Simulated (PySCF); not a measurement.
C4H7BFN, SMILES CB(F)C=C=CN. Heavy atoms are numbered as in [CH3:1][B:2]([F:3])[CH:4]=[C:5]=[CH:6][NH2:7]. Hydrogens are named by the atom that carries them.

Coordinates come from a B3LYP-D3(BJ)/def2-SVP optimisation. The structure was generated by enumeration; whether it is a known compound was not checked. The values are those of a single conformer.

The numbers are results of PBE/pcSseg-1 in PySCF, not measurements.

GIAO shieldings, no solvent; atoms alike by connectivity are averaged. δ = σ(ref) − σ: ¹³C against TMS (σ = 182.0 ppm); ¹¹B against BF3 (σ = 83.9 ppm); ¹⁹F against CFCl3 (σ = 133.6 ppm); ¹⁵N against NH3 (σ = 267.0 ppm); ¹H against TMS (σ = 31.49 ppm), references at their B3LYP-D3(BJ)/def2-TZVP geometries, non-relativistic.

| nucleus | atoms | count | δ (ppm) |
|---|---|---|---|
| ¹³C | C5 | 1 | 246.4 |
| ¹³C | C4 (CH) | 1 | 107.8 |
| ¹³C | C6 (CH) | 1 | 107.4 |
| ¹³C | C1 (CH3) | 1 | 3.4 |
| ¹¹B | B2 | 1 | 39.5 |
| ¹⁹F | F3 | 1 | -39.6 |
| ¹⁵N | N7 (NH2) | 1 | 52.6 |
| ¹H | H on C6 | 1 | 6.64 |
| ¹H | H on C4 | 1 | 6.45 |
| ¹H | H on N7 | 2 | 1.61 |
| ¹H | H on C1 | 3 | 0.87 |
